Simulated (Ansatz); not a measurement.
Relaxation of the cluster B₈H₁₃⁻ with RKS r2SCAN-D4/def2-SVPD.

```sh
$ ansatz run in.yaml --threads 4 --pin off --events-out ev --progress --plain --max-ram 4787MiB
```

```yaml
crystal:
  periodic: [false, false, false]
  atoms:
    - {symbol: B, position_ang: [-0.450160, -1.519940, 0.115040]}
    - {symbol: B, position_ang: [-2.353840, 0.289960, 1.478330]}
    - {symbol: B, position_ang: [1.003950, -0.603940, 0.527000]}
    - {symbol: B, position_ang: [1.268430, 0.378370, -0.636370]}
    - {symbol: B, position_ang: [-0.455660, -0.980290, 1.731410]}
    - {symbol: B, position_ang: [1.443820, 2.009160, -1.033850]}
    - {symbol: B, position_ang: [1.672980, 0.502680, -2.273380]}
    - {symbol: B, position_ang: [-2.047690, -1.075440, 0.659440]}
    - {symbol: H, position_ang: [-2.951520, 0.255260, 2.517900]}
    - {symbol: H, position_ang: [0.813900, 0.238140, -3.062160]}
    - {symbol: H, position_ang: [0.427660, 2.636360, -1.045250]}
    - {symbol: H, position_ang: [-2.796700, -1.990410, 0.486650]}
    - {symbol: H, position_ang: [2.777710, 0.139090, -2.558730]}
    - {symbol: H, position_ang: [-0.218210, -2.581110, -0.362910]}
    - {symbol: H, position_ang: [1.946210, -1.059240, 1.111330]}
    - {symbol: H, position_ang: [-0.537870, 0.165410, 2.132480]}
    - {symbol: H, position_ang: [-2.102420, 1.392180, 1.094870]}
    - {symbol: H, position_ang: [1.763510, 1.864230, -2.359040]}
    - {symbol: H, position_ang: [2.404080, 2.545290, -0.565330]}
    - {symbol: H, position_ang: [-1.362860, -0.839340, -0.559140]}
    - {symbol: H, position_ang: [-0.245320, -1.766430, 2.601710]}
basis:
  gaussian: {orbitals: def2-SVPD}
total_charge: -1
hamiltonian: {xc: r2scan, dispersion: d4}
scf: {lower_state_search: "off"}
output: {orbitals: {seedname: orbitals}}
relax: {f_tol: 0.02, max_steps: 100}
```

Hardware: 4 threads of Arm Neoverse V2 on a shared host. Wall time 2.5 min.

Positions (Å) and forces (eV/Å) at steps 1, 2, 3, 4, 5, 6, 7, 8, 9, 10, 11, 12, 13 of 27:

```xyz
21
step=1 energy=-5613.7238 eV
B    -0.450   -1.520    0.115   -0.842    0.589    0.179
B    -2.354    0.290    1.478    0.647    0.303    0.666
B     1.004   -0.604    0.527   -0.598   -0.322    1.178
B     1.268    0.378   -0.636   -0.239   -0.566   -0.100
B    -0.456   -0.980    1.731   -0.582   -0.068   -0.954
B     1.444    2.009   -1.034    0.270   -0.678   -1.034
B     1.673    0.503   -2.273   -0.091    1.384    0.485
B    -2.048   -1.075    0.659    1.359   -0.652   -0.638
H    -2.952    0.255    2.518   -0.211   -0.079    0.332
H     0.814    0.238   -3.062   -0.443   -0.075   -0.132
H     0.428    2.636   -1.045   -0.473    0.071   -0.010
H    -2.797   -1.990    0.487   -0.182   -0.314   -0.143
H     2.778    0.139   -2.559    0.439   -0.137    0.110
H    -0.218   -2.581   -0.363    0.233   -0.320   -0.183
H     1.946   -1.059    1.111    0.310    0.020    0.164
H    -0.538    0.165    2.132   -0.038    0.634   -0.008
H    -2.102    1.392    1.095    0.111    0.344   -0.259
H     1.764    1.864   -2.359    0.066    0.128   -0.236
H     2.404    2.545   -0.565    0.420    0.051    0.172
H    -1.363   -0.839   -0.559   -0.180   -0.018    0.164
H    -0.245   -1.766    2.602    0.026   -0.294    0.247
21
step=2 energy=-5614.1749 eV
B    -0.457   -1.506    0.094   -0.188    0.063   -0.151
B    -2.244    0.281    1.530    0.577   -0.002    0.389
B     0.970   -0.585    0.611   -0.317    0.046    0.659
B     1.224    0.341   -0.624   -0.059   -0.254   -0.136
B    -0.509   -0.979    1.714   -0.469   -0.158   -0.710
B     1.435    1.970   -1.082    0.081   -0.198   -0.395
B     1.650    0.541   -2.264   -0.003    0.638    0.161
B    -2.031   -1.084    0.618    0.794   -0.251   -0.163
H    -2.873    0.228    2.565   -0.002   -0.017    0.105
H     0.763    0.256   -3.034   -0.105   -0.076   -0.050
H     0.391    2.578   -1.071   -0.115    0.048    0.024
H    -2.792   -1.997    0.411   -0.054   -0.028   -0.003
H     2.772    0.145   -2.495    0.064   -0.088    0.012
H    -0.161   -2.557   -0.405    0.072   -0.043   -0.028
H     1.929   -0.985    1.231    0.070    0.030   -0.064
H    -0.525    0.201    2.087   -0.309    0.400   -0.045
H    -2.017    1.390    1.112    0.085    0.074   -0.082
H     1.761    1.893   -2.414   -0.070   -0.259    0.172
H     2.414    2.479   -0.587    0.069    0.025    0.080
H    -1.367   -0.831   -0.591   -0.078    0.054    0.125
H    -0.331   -1.780    2.594   -0.044   -0.004    0.100
21
step=3 energy=-5614.5062 eV
B    -0.432   -1.485    0.032    0.426   -0.216   -0.277
B    -2.060    0.262    1.586    0.421    0.022    0.186
B     0.918   -0.527    0.719    0.028    0.160   -0.024
B     1.161    0.301   -0.602   -0.035   -0.148    0.142
B    -0.588   -0.965    1.653    0.068   -0.520   -0.139
B     1.394    1.926   -1.099   -0.099    0.312    0.366
B     1.604    0.549   -2.235    0.034   -0.329   -0.163
B    -1.975   -1.083    0.553   -0.120   -0.073    0.038
H    -2.704    0.196    2.621    0.048    0.055   -0.126
H     0.703    0.230   -2.992    0.137   -0.004    0.017
H     0.333    2.524   -1.068    0.145    0.007   -0.006
H    -2.763   -1.980    0.337   -0.014    0.201    0.055
H     2.732    0.110   -2.420   -0.190    0.022   -0.054
H    -0.070   -2.523   -0.474   -0.064    0.158    0.063
H     1.905   -0.900    1.320   -0.040    0.048   -0.139
H    -0.608    0.264    1.991   -0.357    0.268    0.088
H    -1.847    1.373    1.136   -0.131   -0.068   -0.055
H     1.724    1.868   -2.413   -0.061   -0.181    0.134
H     2.378    2.415   -0.569   -0.159    0.001   -0.059
H    -1.345   -0.803   -0.645    0.001    0.099    0.007
H    -0.461   -1.749    2.569   -0.039    0.187   -0.053
21
step=4 energy=-5614.6129 eV
B    -0.367   -1.474   -0.013    0.263    0.122   -0.152
B    -1.927    0.284    1.576   -0.423    0.114   -0.187
B     0.934   -0.521    0.785    0.044   -0.060    0.106
B     1.125    0.262   -0.549   -0.021    0.002   -0.150
B    -0.582   -0.985    1.621    0.228   -0.159   -0.065
B     1.322    1.894   -1.044   -0.059    0.071    0.187
B     1.531    0.504   -2.186   -0.065   -0.163   -0.054
B    -1.912   -1.056    0.500   -0.160   -0.037    0.094
H    -2.618    0.240    2.575   -0.026    0.010   -0.029
H     0.636    0.178   -2.939    0.024    0.001   -0.012
H     0.270    2.496   -1.018    0.010    0.005    0.005
H    -2.755   -1.889    0.264   -0.048    0.138    0.018
H     2.645    0.062   -2.388    0.013   -0.011   -0.033
H     0.005   -2.491   -0.534   -0.024   -0.048   -0.020
H     1.947   -0.888    1.340   -0.006    0.020   -0.070
H    -0.634    0.295    1.975    0.159    0.087    0.229
H    -1.794    1.382    1.055    0.054   -0.184    0.039
H     1.647    1.813   -2.357   -0.023   -0.024    0.018
H     2.298    2.398   -0.528    0.002    0.033   -0.021
H    -1.274   -0.759   -0.685    0.121    0.025    0.029
H    -0.497   -1.746    2.550   -0.064    0.056    0.069
21
step=5 energy=-5614.6624 eV
B    -0.310   -1.453   -0.022    0.116    0.042   -0.170
B    -1.922    0.291    1.559   -0.188   -0.038   -0.001
B     0.969   -0.528    0.819   -0.020    0.028    0.157
B     1.123    0.239   -0.532   -0.114   -0.169   -0.030
B    -0.564   -0.988    1.627    0.156    0.002    0.051
B     1.288    1.875   -1.018    0.064    0.046    0.070
B     1.485    0.473   -2.178   -0.012   -0.004   -0.041
B    -1.874   -1.030    0.475   -0.068   -0.045    0.064
H    -2.665    0.255    2.524    0.040   -0.023   -0.072
H     0.584    0.150   -2.925    0.018    0.010    0.022
H     0.234    2.473   -0.980    0.020   -0.043    0.012
H    -2.750   -1.812    0.199    0.021    0.041   -0.006
H     2.602    0.037   -2.408   -0.058    0.026    0.023
H     0.050   -2.473   -0.556   -0.064    0.036    0.059
H     1.994   -0.905    1.338    0.015    0.025   -0.008
H    -0.640    0.302    2.030    0.032   -0.102    0.062
H    -1.753    1.369    1.038    0.061    0.126   -0.055
H     1.592    1.784   -2.339   -0.010    0.019   -0.033
H     2.272    2.396   -0.529   -0.050   -0.017   -0.057
H    -1.191   -0.711   -0.688    0.067    0.010   -0.005
H    -0.524   -1.747    2.565   -0.024    0.031   -0.042
21
step=6 energy=-5614.7183 eV
B    -0.201   -1.413   -0.040    0.131    0.069   -0.167
B    -1.878    0.320    1.501    0.042    0.154    0.032
B     1.016   -0.518    0.914   -0.088    0.024    0.192
B     1.094    0.186   -0.485   -0.199   -0.222   -0.046
B    -0.537   -1.005    1.632    0.097    0.219    0.114
B     1.231    1.827   -0.969    0.117   -0.038   -0.076
B     1.367    0.424   -2.152    0.016    0.197    0.041
B    -1.789   -0.982    0.410   -0.134    0.078    0.024
H    -2.721    0.288    2.384    0.082    0.000   -0.088
H     0.445    0.106   -2.871   -0.033   -0.009    0.012
H     0.176    2.413   -0.872   -0.010   -0.025    0.017
H    -2.706   -1.687    0.054    0.173   -0.025    0.012
H     2.473   -0.004   -2.427    0.000   -0.012    0.028
H     0.132   -2.441   -0.569   -0.031   -0.073    0.024
H     2.067   -0.879    1.390   -0.008    0.010   -0.002
H    -0.651    0.272    2.128   -0.098   -0.143   -0.180
H    -1.609    1.399    0.998   -0.029   -0.052    0.122
H     1.462    1.737   -2.314   -0.015   -0.014    0.014
H     2.238    2.366   -0.558   -0.032   -0.025   -0.009
H    -1.025   -0.630   -0.713    0.004   -0.064    0.043
H    -0.585   -1.780    2.559    0.016   -0.046   -0.106
21
step=7 energy=-5614.7499 eV
B    -0.096   -1.384   -0.063    0.017   -0.135   -0.035
B    -1.848    0.363    1.445    0.115   -0.093    0.035
B     1.044   -0.503    0.994   -0.047    0.084    0.054
B     1.044    0.129   -0.455   -0.099   -0.095   -0.093
B    -0.510   -0.994    1.625   -0.049    0.151    0.238
B     1.190    1.775   -0.922    0.114   -0.032   -0.060
B     1.254    0.393   -2.131    0.084    0.206    0.002
B    -1.711   -0.926    0.345   -0.118    0.134    0.110
H    -2.757    0.316    2.263    0.114    0.003   -0.103
H     0.308    0.087   -2.824    0.010    0.020    0.018
H     0.142    2.362   -0.761    0.057   -0.029   -0.006
H    -2.620   -1.611   -0.059    0.139   -0.094   -0.012
H     2.349   -0.050   -2.437   -0.043    0.001    0.027
H     0.207   -2.446   -0.557   -0.067    0.030    0.032
H     2.117   -0.843    1.433   -0.011    0.009   -0.007
H    -0.670    0.267    2.162   -0.078   -0.107   -0.221
H    -1.508    1.444    1.008   -0.048    0.053    0.078
H     1.352    1.702   -2.283    0.007   -0.010    0.033
H     2.221    2.305   -0.560   -0.063   -0.035   -0.016
H    -0.880   -0.588   -0.749   -0.057   -0.057    0.049
H    -0.629   -1.798    2.523    0.023   -0.005   -0.124
21
step=8 energy=-5614.7853 eV
B    -0.109   -1.390   -0.053   -0.012    0.039    0.000
B    -1.880    0.347    1.445    0.100    0.037    0.001
B     1.025   -0.480    0.979   -0.007    0.082    0.144
B     1.013    0.130   -0.479   -0.011   -0.111   -0.201
B    -0.510   -0.975    1.636    0.014    0.054    0.051
B     1.234    1.773   -0.930    0.022   -0.027    0.036
B     1.263    0.418   -2.152    0.028    0.063    0.070
B    -1.729   -0.940    0.369   -0.112   -0.056   -0.069
H    -2.767    0.277    2.272   -0.009    0.019    0.028
H     0.315    0.150   -2.857   -0.012    0.010    0.007
H     0.207    2.393   -0.766    0.000    0.019   -0.002
H    -2.598   -1.684   -0.016    0.070   -0.055    0.003
H     2.345   -0.059   -2.446   -0.015   -0.010   -0.002
H     0.180   -2.462   -0.526   -0.015   -0.001    0.003
H     2.103   -0.808    1.411    0.026    0.003   -0.031
H    -0.680    0.278    2.129   -0.022   -0.030   -0.077
H    -1.567    1.447    1.030   -0.024    0.020    0.041
H     1.401    1.722   -2.286    0.006   -0.022    0.013
H     2.276    2.261   -0.552   -0.004   -0.008    0.022
H    -0.913   -0.613   -0.735   -0.033   -0.018   -0.028
H    -0.610   -1.786    2.525    0.009   -0.008   -0.010
21
step=9 energy=-5614.8087 eV
B    -0.112   -1.383   -0.055    0.058    0.064    0.051
B    -1.923    0.341    1.426   -0.038   -0.135   -0.121
B     1.012   -0.429    0.972   -0.113    0.006   -0.062
B     0.966    0.109   -0.526    0.088   -0.120    0.013
B    -0.502   -0.936    1.642    0.016   -0.071   -0.120
B     1.289    1.751   -0.907   -0.029    0.049    0.197
B     1.246    0.442   -2.171   -0.037   -0.035   -0.067
B    -1.749   -0.975    0.373   -0.075    0.034    0.113
H    -2.782    0.251    2.283   -0.001    0.025    0.008
H     0.280    0.255   -2.884    0.060    0.031    0.023
H     0.296    2.427   -0.735    0.054   -0.006   -0.010
H    -2.548   -1.823    0.026    0.097    0.155    0.084
H     2.296   -0.100   -2.471   -0.036    0.025   -0.025
H     0.170   -2.473   -0.489    0.037    0.008   -0.005
H     2.112   -0.740    1.368   -0.006    0.008   -0.061
H    -0.694    0.314    2.072   -0.003    0.046    0.034
H    -1.642    1.463    1.040   -0.019   -0.068   -0.033
H     1.465    1.737   -2.261    0.018   -0.022   -0.030
H     2.352    2.164   -0.492   -0.049   -0.012   -0.037
H    -0.951   -0.653   -0.748   -0.004   -0.014    0.013
H    -0.580   -1.744    2.535   -0.018    0.030    0.031
21
step=10 energy=-5614.8257 eV
B    -0.102   -1.385   -0.049   -0.085   -0.030   -0.013
B    -1.948    0.330    1.383   -0.116    0.142    0.138
B     1.004   -0.407    0.960    0.048    0.037    0.041
B     0.940    0.073   -0.554    0.138    0.114   -0.226
B    -0.491   -0.906    1.642    0.012   -0.095    0.009
B     1.324    1.723   -0.858   -0.061   -0.015    0.202
B     1.219    0.467   -2.185   -0.050   -0.017   -0.026
B    -1.752   -1.001    0.396   -0.086   -0.341   -0.199
H    -2.793    0.256    2.257    0.010    0.021   -0.015
H     0.239    0.362   -2.900    0.101    0.017    0.071
H     0.362    2.440   -0.667    0.075   -0.037   -0.005
H    -2.513   -1.900    0.095    0.077    0.185    0.064
H     2.240   -0.109   -2.522   -0.047    0.057   -0.025
H     0.185   -2.487   -0.453    0.018    0.024    0.010
H     2.121   -0.707    1.318   -0.032   -0.008   -0.052
H    -0.707    0.352    2.016    0.012    0.105    0.066
H    -1.696    1.448    0.964    0.015   -0.084   -0.028
H     1.498    1.755   -2.217    0.010   -0.063   -0.030
H     2.405    2.083   -0.438   -0.064   -0.022   -0.043
H    -0.972   -0.697   -0.748    0.045   -0.037    0.030
H    -0.562   -1.690    2.558   -0.020    0.047    0.029
21
step=11 energy=-5614.8535 eV
B    -0.099   -1.414   -0.036   -0.242   -0.002   -0.042
B    -1.986    0.323    1.329    0.010    0.150    0.135
B     0.999   -0.393    0.925    0.180    0.127    0.013
B     0.929    0.028   -0.611    0.012   -0.009   -0.170
B    -0.482   -0.859    1.648   -0.001    0.011    0.009
B     1.369    1.680   -0.780   -0.062    0.001    0.110
B     1.194    0.517   -2.209   -0.041    0.080   -0.032
B    -1.764   -1.065    0.427    0.025   -0.272   -0.148
H    -2.806    0.300    2.231    0.031   -0.003   -0.058
H     0.197    0.517   -2.919    0.173   -0.007    0.159
H     0.448    2.440   -0.547    0.081   -0.074   -0.002
H    -2.489   -2.012    0.201    0.049    0.160    0.033
H     2.187   -0.068   -2.622   -0.077    0.097    0.010
H     0.207   -2.530   -0.388    0.014    0.058    0.015
H     2.131   -0.695    1.233   -0.059   -0.021   -0.005
H    -0.723    0.425    1.934   -0.057    0.016    0.011
H    -1.767    1.416    0.826    0.014   -0.127   -0.007
H     1.535    1.796   -2.149   -0.026   -0.157   -0.002
H     2.472    1.973   -0.363   -0.077   -0.026   -0.045
H    -1.010   -0.794   -0.748    0.051   -0.060    0.070
H    -0.542   -1.583    2.617    0.002    0.059   -0.054
21
step=12 energy=-5614.8876 eV
B    -0.102   -1.446   -0.023   -0.092   -0.118   -0.061
B    -1.999    0.326    1.256    0.121    0.193    0.109
B     1.011   -0.372    0.884    0.202    0.100   -0.112
B     0.918   -0.044   -0.675   -0.046    0.097   -0.226
B    -0.459   -0.794    1.644   -0.112    0.127    0.050
B     1.391    1.613   -0.678   -0.054   -0.082    0.068
B     1.162    0.569   -2.222    0.010    0.124   -0.034
B    -1.763   -1.128    0.458    0.075   -0.071   -0.039
H    -2.810    0.367    2.166    0.040    0.008   -0.070
H     0.149    0.658   -2.906    0.200   -0.022    0.184
H     0.506    2.394   -0.379    0.085   -0.108   -0.027
H    -2.470   -2.103    0.312    0.059    0.154    0.029
H     2.137    0.021   -2.727   -0.128    0.129    0.075
H     0.224   -2.575   -0.316   -0.001    0.091    0.016
H     2.150   -0.701    1.144   -0.092   -0.035    0.042
H    -0.734    0.515    1.846   -0.162   -0.146   -0.068
H    -1.804    1.372    0.639   -0.029   -0.210    0.073
H     1.532    1.836   -2.056   -0.053   -0.227    0.059
H     2.515    1.847   -0.278   -0.097   -0.003   -0.069
H    -1.046   -0.902   -0.752    0.074   -0.073    0.127
H    -0.507   -1.453    2.663    0.001    0.072   -0.124
21
step=13 energy=-5614.9425 eV
B    -0.093   -1.491   -0.012   -0.096   -0.016    0.001
B    -2.002    0.349    1.197    0.272    0.098   -0.045
B     1.040   -0.363    0.824    0.157    0.139   -0.212
B     0.913   -0.127   -0.754   -0.072    0.097   -0.119
B    -0.434   -0.713    1.626   -0.106    0.120   -0.042
B     1.385    1.527   -0.578    0.003   -0.160    0.051
B     1.140    0.620   -2.232   -0.001    0.104   -0.002
B    -1.746   -1.158    0.483    0.012   -0.090    0.082
H    -2.807    0.444    2.108    0.050   -0.025   -0.084
H     0.117    0.773   -2.889    0.178   -0.025    0.149
H     0.515    2.297   -0.215    0.082   -0.110   -0.047
H    -2.450   -2.148    0.419    0.100    0.217   -0.010
H     2.114    0.145   -2.812   -0.141    0.130    0.115
H     0.244   -2.633   -0.246   -0.041    0.109    0.023
H     2.164   -0.750    1.068   -0.107    0.009    0.062
H    -0.752    0.602    1.763   -0.152   -0.156   -0.060
H    -1.843    1.338    0.479   -0.039   -0.226    0.134
H     1.501    1.868   -1.948   -0.053   -0.262    0.077
H     2.525    1.743   -0.208   -0.111    0.024   -0.045
H    -1.055   -1.008   -0.753    0.047   -0.044    0.098
H    -0.477   -1.314    2.681    0.017    0.068   -0.125
```

Another isomer (singlet) lies 1.33 eV lower at PBE0-D4/def2-TZVPD; other spin states weren't run for this one.
